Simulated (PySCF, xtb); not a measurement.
C2H6ClNSi2, SMILES N#CC[Si@H]([SiH3])Cl.

GFN2-xTB run with xtb at its own geometry gives an orbital gap of 4.31 eV and a dipole moment of 2.46 D.

Coordinates come from a r2SCAN-D4/def2-SVP optimisation. The structure was generated by enumeration; whether it is a known compound was not checked. One conformer was computed; it need not be the lowest.

Task: What does PBE/def2-TZVP in PySCF give? (An estimate is asked for; the answer gives what the named calculation found.)

Result: gap 5.56 eV (levels -7.30 and -1.73 eV), dipole 2.48 D.
